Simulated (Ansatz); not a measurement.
A short molecular-dynamics run on C3H11GeN, SMILES `[CH3][Ge]([CH3])([CH3])[NH2]`.

```yaml
crystal:
  periodic: [false, false, false]
  atoms:
    - {symbol: C, position_ang: [-0.980504, 0.455402, -1.549599]}
    - {symbol: Ge, position_ang: [-0.045835, 0.027138, 0.121581]}
    - {symbol: C, position_ang: [1.671576, 0.950377, 0.178931]}
    - {symbol: C, position_ang: [0.158753, -1.905135, 0.293782]}
    - {symbol: N, position_ang: [-0.970260, 0.577121, 1.629610]}
    - {symbol: H, position_ang: [-1.126297, 1.533584, -1.641967]}
    - {symbol: H, position_ang: [-0.406460, 0.111896, -2.413256]}
    - {symbol: H, position_ang: [-1.959885, -0.026673, -1.575383]}
    - {symbol: H, position_ang: [2.191532, 0.716738, 1.109092]}
    - {symbol: H, position_ang: [2.300770, 0.648167, -0.660431]}
    - {symbol: H, position_ang: [1.529501, 2.031731, 0.124764]}
    - {symbol: H, position_ang: [0.667918, -2.146006, 1.228068]}
    - {symbol: H, position_ang: [0.741505, -2.307158, -0.537191]}
    - {symbol: H, position_ang: [-0.815981, -2.397400, 0.294416]}
    - {symbol: H, position_ang: [-1.109883, 1.576805, 1.690172]}
    - {symbol: H, position_ang: [-1.869349, 0.130713, 1.751608]}
basis:
  gaussian: {orbitals: def2-SVP}
hamiltonian: {xc: {name: revPBE}}
md: {timestep: 0.5 fs, n_steps: 20, ensemble: nve, temperature: 300, initial_velocities: maxwell_boltzmann, seed: 956}
```

```sh
$ ansatz run in.yaml --threads 4 --pin off --events-out ev --progress --plain --max-ram 11315MiB
```

```json
{"step": "0", "time (fs)": "0.0", "potential energy (eV)": "-61283.1674", "kinetic (eV)": "0.5429", "T (K)": "300", "conserved (eV)": "-61282.6245"}
{"step": "1", "time (fs)": "0.5", "potential energy (eV)": "-61283.1641", "kinetic (eV)": "0.5396", "T (K)": "298", "conserved (eV)": "-61282.6244"}
{"step": "2", "time (fs)": "1.0", "potential energy (eV)": "-61283.1466", "kinetic (eV)": "0.5226", "T (K)": "289", "conserved (eV)": "-61282.6241"}
{"step": "3", "time (fs)": "1.5", "potential energy (eV)": "-61283.1209", "kinetic (eV)": "0.4973", "T (K)": "275", "conserved (eV)": "-61282.6236"}
{"step": "4", "time (fs)": "2.0", "potential energy (eV)": "-61283.0938", "kinetic (eV)": "0.4705", "T (K)": "260", "conserved (eV)": "-61282.6233"}
{"step": "5", "time (fs)": "2.5", "potential energy (eV)": "-61283.0697", "kinetic (eV)": "0.4464", "T (K)": "247", "conserved (eV)": "-61282.6233"}
{"step": "6", "time (fs)": "3.0", "potential energy (eV)": "-61283.0492", "kinetic (eV)": "0.4259", "T (K)": "235", "conserved (eV)": "-61282.6234"}
{"step": "7", "time (fs)": "3.5", "potential energy (eV)": "-61283.0312", "kinetic (eV)": "0.4077", "T (K)": "225", "conserved (eV)": "-61282.6235"}
{"step": "8", "time (fs)": "4.0", "potential energy (eV)": "-61283.0139", "kinetic (eV)": "0.3904", "T (K)": "216", "conserved (eV)": "-61282.6235"}
{"step": "9", "time (fs)": "4.5", "potential energy (eV)": "-61282.9967", "kinetic (eV)": "0.3733", "T (K)": "206", "conserved (eV)": "-61282.6235"}
{"step": "10", "time (fs)": "5.0", "potential energy (eV)": "-61282.9799", "kinetic (eV)": "0.3564", "T (K)": "197", "conserved (eV)": "-61282.6235"}
{"step": "11", "time (fs)": "5.5", "potential energy (eV)": "-61282.9637", "kinetic (eV)": "0.3402", "T (K)": "188", "conserved (eV)": "-61282.6235"}
{"step": "12", "time (fs)": "6.0", "potential energy (eV)": "-61282.9484", "kinetic (eV)": "0.3249", "T (K)": "180", "conserved (eV)": "-61282.6234"}
{"step": "13", "time (fs)": "6.5", "potential energy (eV)": "-61282.9343", "kinetic (eV)": "0.3109", "T (K)": "172", "conserved (eV)": "-61282.6234"}
{"step": "14", "time (fs)": "7.0", "potential energy (eV)": "-61282.9225", "kinetic (eV)": "0.2992", "T (K)": "165", "conserved (eV)": "-61282.6233"}
{"step": "15", "time (fs)": "7.5", "potential energy (eV)": "-61282.9147", "kinetic (eV)": "0.2914", "T (K)": "161", "conserved (eV)": "-61282.6232"}
{"step": "16", "time (fs)": "8.0", "potential energy (eV)": "-61282.9119", "kinetic (eV)": "0.2887", "T (K)": "160", "conserved (eV)": "-61282.6233"}
{"step": "17", "time (fs)": "8.5", "potential energy (eV)": "-61282.9138", "kinetic (eV)": "0.2904", "T (K)": "160", "conserved (eV)": "-61282.6234"}
{"step": "18", "time (fs)": "9.0", "potential energy (eV)": "-61282.9178", "kinetic (eV)": "0.2942", "T (K)": "163", "conserved (eV)": "-61282.6236"}
{"step": "19", "time (fs)": "9.5", "potential energy (eV)": "-61282.9209", "kinetic (eV)": "0.2971", "T (K)": "164", "conserved (eV)": "-61282.6238"}
{"step": "20", "time (fs)": "10.0", "potential energy (eV)": "-61282.9210", "kinetic (eV)": "0.2973", "T (K)": "164", "conserved (eV)": "-61282.6237"}
```

Velocities are drawn at the set temperature; a run this short doesn't reach equilibrium.

Frames (Å, forces in eV/Å):

```xyz
16
time=0.0 fs
C    -0.981    0.455   -1.550    0.107   -0.052    0.123
Ge   -0.046    0.027    0.122   -0.044    0.021   -0.056
C     1.672    0.950    0.179   -0.148   -0.105   -0.010
C     0.159   -1.905    0.294    0.004    0.180   -0.022
N    -0.970    0.577    1.630    0.495   -0.245    0.361
H    -1.126    1.534   -1.642   -0.087    0.572   -0.070
H    -0.406    0.112   -2.413    0.287   -0.174   -0.484
H    -1.960   -0.027   -1.575   -0.525   -0.249   -0.035
H     2.192    0.717    1.109    0.294   -0.112    0.491
H     2.301    0.648   -0.660    0.347   -0.147   -0.440
H     1.530    2.032    0.125   -0.055    0.576   -0.028
H     0.668   -2.146    1.228    0.270   -0.149    0.494
H     0.742   -2.307   -0.537    0.306   -0.232   -0.435
H    -0.816   -2.397    0.294   -0.508   -0.279    0.002
H    -1.110    1.577    1.690   -0.125    0.666    0.035
H    -1.869    0.131    1.752   -0.618   -0.272    0.074
16
time=1.0 fs
C    -0.980    0.459   -1.550    0.525    0.523   -0.038
Ge   -0.044    0.027    0.121   -0.142   -0.141   -0.164
C     1.660    0.950    0.183    0.704   -0.300   -0.043
C     0.154   -1.909    0.295    0.070    0.124   -0.651
N    -0.968    0.575    1.628    1.040    1.140    0.334
H    -1.138    1.551   -1.663   -0.043   -0.020    0.015
H    -0.403    0.106   -2.415    0.198   -0.105   -0.343
H    -1.936   -0.046   -1.555   -0.928   -0.364   -0.085
H     2.214    0.707    1.112   -0.033    0.050    0.033
H     2.308    0.674   -0.676   -0.055   -0.032   -0.003
H     1.505    2.030    0.133   -0.041    0.598    0.045
H     0.671   -2.134    1.217    0.432   -0.250    0.856
H     0.735   -2.338   -0.537    0.151   -0.023   -0.201
H    -0.814   -2.412    0.300   -0.576   -0.255    0.063
H    -1.100    1.601    1.669   -0.033   -0.383    0.022
H    -1.855    0.142    1.762   -1.269   -0.561    0.159
16
time=2.0 fs
C    -0.980    0.463   -1.550    0.658    0.830   -0.301
Ge   -0.043    0.028    0.121   -0.254   -0.300   -0.268
C     1.650    0.950    0.186    1.492   -0.244   -0.088
C     0.149   -1.912    0.296    0.137   -0.126   -1.006
N    -0.965    0.574    1.627    1.041    1.939    0.353
H    -1.151    1.569   -1.683    0.002   -0.555    0.108
H    -0.398    0.099   -2.419    0.042    0.004   -0.114
H    -1.920   -0.068   -1.536   -0.980   -0.309   -0.131
H     2.236    0.699    1.115   -0.357    0.204   -0.378
H     2.316    0.700   -0.691   -0.426    0.048    0.400
H     1.480    2.034    0.142    0.010    0.412    0.118
H     0.677   -2.124    1.213    0.426   -0.276    0.906
H     0.730   -2.369   -0.538   -0.029    0.209    0.073
H    -0.817   -2.429    0.307   -0.450   -0.136    0.119
H    -1.091    1.623    1.647    0.004   -1.152    0.053
H    -1.852    0.147    1.775   -1.316   -0.547    0.155
16
time=3.0 fs
C    -0.978    0.468   -1.551    0.470    0.747   -0.548
Ge   -0.041    0.028    0.121   -0.375   -0.456   -0.362
C     1.640    0.949    0.190    2.049    0.040   -0.142
C     0.145   -1.916    0.297    0.223   -0.482   -0.971
N    -0.961    0.574    1.626    0.457    1.982    0.462
H    -1.163    1.581   -1.703    0.032   -0.896    0.188
H    -0.393    0.092   -2.425   -0.123    0.118    0.122
H    -1.914   -0.093   -1.517   -0.682   -0.059   -0.187
H     2.254    0.692    1.114   -0.595    0.313   -0.626
H     2.319    0.727   -0.703   -0.679    0.071    0.659
H     1.456    2.041    0.152    0.085    0.096    0.182
H     0.688   -2.117    1.218    0.234   -0.231    0.626
H     0.725   -2.398   -0.539   -0.169    0.409    0.291
H    -0.824   -2.447    0.314   -0.194    0.048    0.165
H    -1.081    1.633    1.626   -0.015   -1.460    0.112
H    -1.861    0.148    1.788   -0.718   -0.238    0.030
16
time=4.0 fs
C    -0.977    0.474   -1.552    0.100    0.342   -0.688
Ge   -0.040    0.028    0.120   -0.495   -0.606   -0.439
C     1.633    0.949    0.194    2.305    0.442   -0.196
C     0.140   -1.920    0.296    0.315   -0.812   -0.631
N    -0.956    0.575    1.625   -0.335    1.448    0.620
H    -1.175    1.585   -1.721    0.037   -0.991    0.241
H    -0.389    0.086   -2.430   -0.247    0.205    0.295
H    -1.914   -0.118   -1.501   -0.209    0.297   -0.256
H     2.267    0.688    1.108   -0.703    0.358   -0.672
H     2.316    0.754   -0.708   -0.777    0.040    0.729
H     1.432    2.050    0.164    0.165   -0.236    0.229
H     0.701   -2.112    1.229   -0.068   -0.152    0.160
H     0.718   -2.424   -0.538   -0.235    0.537    0.399
H    -0.833   -2.465    0.323    0.090    0.248    0.194
H    -1.072    1.630    1.606   -0.078   -1.283    0.176
H    -1.877    0.147    1.802    0.136    0.163   -0.160
16
time=5.0 fs
C    -0.975    0.479   -1.554   -0.268   -0.248   -0.682
Ge   -0.039    0.028    0.120   -0.604   -0.744   -0.492
C     1.627    0.949    0.197    2.238    0.849   -0.240
C     0.136   -1.925    0.295    0.376   -1.004   -0.154
N    -0.953    0.577    1.625   -0.937    0.555    0.758
H    -1.187    1.579   -1.736    0.010   -0.833    0.257
H    -0.387    0.082   -2.432   -0.302    0.245    0.368
H    -1.916   -0.141   -1.487    0.232    0.636   -0.327
H     2.273    0.687    1.095   -0.660    0.332   -0.513
H     2.305    0.781   -0.706   -0.712   -0.027    0.597
H     1.409    2.056    0.178    0.230   -0.483    0.257
H     0.713   -2.108    1.242   -0.365   -0.079   -0.301
H     0.709   -2.444   -0.532   -0.212    0.575    0.375
H    -0.841   -2.480    0.334    0.312    0.411    0.204
H    -1.064    1.615    1.588   -0.173   -0.650    0.222
H    -1.892    0.147    1.815    0.835    0.464   -0.329
16
time=6.0 fs
C    -0.974    0.485   -1.556   -0.519   -0.894   -0.528
Ge   -0.037    0.028    0.120   -0.691   -0.864   -0.519
C     1.623    0.949    0.200    1.863    1.181   -0.263
C     0.132   -1.930    0.294    0.378   -0.998    0.324
N    -0.949    0.580    1.625   -1.164   -0.487    0.837
H    -1.199    1.566   -1.749   -0.050   -0.449    0.231
H    -0.388    0.081   -2.430   -0.274    0.232    0.326
H    -1.916   -0.158   -1.476    0.516    0.863   -0.384
H     2.274    0.690    1.078   -0.464    0.237   -0.169
H     2.288    0.808   -0.699   -0.492   -0.115    0.272
H     1.389    2.058    0.195    0.266   -0.586    0.267
H     0.722   -2.105    1.252   -0.573   -0.032   -0.625
H     0.698   -2.459   -0.523   -0.107    0.517    0.224
H    -0.847   -2.492    0.347    0.419    0.505    0.198
H    -1.057    1.593    1.572   -0.282    0.312    0.231
H    -1.899    0.151    1.824    1.174    0.577   -0.421
16
time=7.0 fs
C    -0.973    0.490   -1.559   -0.614   -1.476   -0.256
Ge   -0.036    0.028    0.119   -0.752   -0.957   -0.525
C     1.620    0.951    0.203    1.254    1.384   -0.257
C     0.128   -1.936    0.293    0.323   -0.790    0.718
N    -0.947    0.582    1.626   -0.995   -1.309    0.836
H    -1.211    1.548   -1.760   -0.135    0.078    0.172
H    -0.391    0.082   -2.425   -0.170    0.169    0.178
H    -1.911   -0.166   -1.469    0.598    0.935   -0.414
H     2.269    0.695    1.059   -0.145    0.086    0.298
H     2.266    0.834   -0.690   -0.154   -0.201   -0.200
H     1.372    2.054    0.214    0.263   -0.524    0.264
H     0.725   -2.103    1.255   -0.651   -0.017   -0.755
H     0.686   -2.469   -0.512    0.059    0.377   -0.028
H    -0.848   -2.498    0.362    0.390    0.515    0.180
H    -1.053    1.575    1.558   -0.366    1.242    0.204
H    -1.896    0.161    1.829    1.094    0.488   -0.415
16
time=8.0 fs
C    -0.972    0.493   -1.562   -0.555   -1.835    0.067
Ge   -0.035    0.028    0.119   -0.790   -1.023   -0.515
C     1.618    0.953    0.206    0.596    1.410   -0.218
C     0.125   -1.943    0.293    0.236   -0.424    0.949
N    -0.945    0.583    1.627   -0.476   -1.395    0.721
H    -1.225    1.531   -1.769   -0.213    0.593    0.104
H    -0.396    0.084   -2.419   -0.010    0.071   -0.045
H    -1.900   -0.166   -1.465    0.467    0.835   -0.411
H     2.264    0.701    1.043    0.211   -0.085    0.761
H     2.242    0.858   -0.682    0.211   -0.261   -0.697
H     1.357    2.046    0.235    0.221   -0.307    0.252
H     0.723   -2.100    1.252   -0.585   -0.033   -0.676
H     0.674   -2.475   -0.501    0.242    0.194   -0.318
H    -0.846   -2.500    0.378    0.231    0.441    0.152
H    -1.052    1.568    1.547   -0.375    1.611    0.180
H    -1.882    0.175    1.831    0.588    0.208   -0.307
16
time=9.0 fs
C    -0.972    0.496   -1.564   -0.362   -1.801    0.339
Ge   -0.034    0.027    0.118   -0.812   -1.061   -0.495
C     1.617    0.957    0.209    0.159    1.231   -0.163
C     0.122   -1.950    0.294    0.152    0.010    0.933
N    -0.943    0.584    1.629    0.285   -0.559    0.477
H    -1.240    1.520   -1.777   -0.232    0.892    0.067
H    -0.402    0.087   -2.413    0.164   -0.030   -0.285
H    -1.886   -0.158   -1.466    0.133    0.566   -0.372
H     2.260    0.705    1.034    0.465   -0.219    1.034
H     2.221    0.880   -0.681    0.470   -0.278   -1.022
H     1.344    2.034    0.259    0.147    0.024    0.235
H     0.714   -2.098    1.243   -0.380   -0.074   -0.396
H     0.665   -2.479   -0.493    0.377    0.029   -0.555
H    -0.842   -2.498    0.396   -0.023    0.301    0.119
H    -1.055    1.576    1.536   -0.289    1.175    0.205
H    -1.862    0.191    1.829   -0.255   -0.205   -0.119
16
time=10.0 fs
C    -0.972    0.496   -1.567   -0.067   -1.318    0.457
Ge   -0.033    0.027    0.117   -0.827   -1.079   -0.470
C     1.616    0.962    0.211    0.151    0.882   -0.124
C     0.119   -1.958    0.295    0.094    0.401    0.620
N    -0.941    0.584    1.631    1.017    0.724    0.190
H    -1.258    1.517   -1.785   -0.150    0.847    0.091
H    -0.405    0.089   -2.410    0.294   -0.096   -0.465
H    -1.870   -0.145   -1.470   -0.357    0.163   -0.305
H     2.260    0.708    1.035    0.501   -0.266    0.977
H     2.204    0.899   -0.689    0.517   -0.247   -1.003
H     1.332    2.023    0.285    0.064    0.381    0.214
H     0.703   -2.097    1.229   -0.061   -0.132    0.042
H     0.659   -2.484   -0.491    0.402   -0.055   -0.646
H    -0.838   -2.493    0.415   -0.308    0.134    0.077
H    -1.061    1.595    1.528   -0.149    0.261    0.272
H    -1.845    0.205    1.826   -1.122   -0.600    0.072
```

It took 43 s on 4 threads of an Arm Neoverse V1 on a shared host, with 0.21 GiB of host memory at the peak.
